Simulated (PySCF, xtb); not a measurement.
C4H7FSi, SMILES C=C/C=C\[SiH2]F.

xtb 6.7.1 with GFN2-xTB at its own geometry gives an orbital gap of 3.39 eV and a dipole moment of 2.26 D.

Geometry optimised at B3LYP-D3(BJ)/def2-SVP. The structure was generated by enumeration; whether it is a known compound was not checked. One conformer was computed; it need not be the lowest.

Question: What does B3LYP/def2-TZVP run with PySCF give? (The exact figures need the calculation; the answer reports its results.)

Answer: gap 5.17 eV (levels -6.94 and -1.78 eV), dipole 2.35 D.
